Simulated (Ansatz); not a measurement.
Geometry optimisation, RKS r2SCAN-D4/def2-SVP (Ansatz).

Input:

```yaml
crystal:
  periodic: [false, false, false]
  atoms:
    - { symbol: Sn, position_ang: [-0.057153, -0.182855, 0.152311] }
    - { symbol: H, position_ang: [0.05148, -0.016244, 1.873677] }
    - { symbol: O, position_ang: [1.653576, -0.167295, -0.830133] }
    - { symbol: H, position_ang: [1.71312, -0.999242, -1.331568] }
    - { symbol: O, position_ang: [-1.289492, 1.252067, -0.42018] }
    - { symbol: H, position_ang: [-1.268427, 1.365009, -1.384346] }
    - { symbol: O, position_ang: [-0.750983, -1.95567, -0.420763] }
    - { symbol: H, position_ang: [-1.644717, -2.128435, -0.087805] }
    - { symbol: F, position_ang: [1.361776, 2.163866, 1.521712] }
    - { symbol: H, position_ang: [0.875521, 1.639799, 2.111795] }
basis:
  gaussian: { orbitals: def2-SVP }
hamiltonian:
  xc: r2scan
  dispersion: d4
relax:
  f_tol: 0.03
  max_steps: 50
```

Launched with:

```bash
$ ansatz run input.yaml --threads 4 --pin off --max-ram 5120MiB --backend cpu --events-out ev --progress --plain --runs-dir out
```

Problem. Where does it end, and by what steps?

Solution. The forces met the threshold. After 23 steps the energy has fallen by 0.627 eV; H10 moved furthest, 1.49 Å.

| step | energy less start (eV) | largest force component (eV/Å) | accepted |
| --- | --- | --- | --- |
| 0 | 0.0000 | 0.295 | yes |
| 1 | 0.0577 | 2.616 | no |
| 2 | -0.0248 | 0.618 | yes |
| 3 | -0.0474 | 0.704 | yes |
| 4 | -0.0686 | 0.471 | yes |
| 5 | -0.0402 | 2.352 | no |
| 6 | -0.0927 | 0.455 | yes |
| 7 | -0.1099 | 0.771 | yes |
| 8 | -0.1320 | 0.329 | yes |
| 9 | -0.1406 | 0.174 | yes |
| 10 | -0.1279 | 1.325 | no |
| 11 | -0.1547 | 0.196 | yes |
| 12 | -0.1709 | 0.513 | yes |
| 13 | -0.2042 | 0.418 | yes |
| 14 | -0.2437 | 0.964 | yes |
| 15 | -0.2870 | 2.005 | yes |
| 16 | -0.4183 | 1.441 | yes |
| 17 | -0.5293 | 1.214 | yes |
| 18 | -0.6117 | 0.476 | yes |
| 19 | -0.6220 | 0.322 | yes |
| 20 | -0.6261 | 0.051 | yes |
| 21 | -0.6267 | 0.065 | yes |
| 22 | -0.6252 | 0.139 | no |
| 23 | -0.6274 | 0.027 | yes |

```xyz
10
Properties=species:S:1:pos:R:3
Sn 0.155 -0.312 0.461
H 0.109 -0.697 2.113
O 1.827 -0.311 -0.579
H 1.730 -0.986 -1.269
O -0.903 1.403 0.121
H -1.156 1.513 -0.807
O -0.823 -1.623 -0.679
H -1.670 -1.903 -0.304
F 1.091 1.830 1.323
H 0.286 2.057 0.804
```

Run time: 40 s on 4 threads of Arm Neoverse V2, on a shared host, peak memory 0.18 GiB.
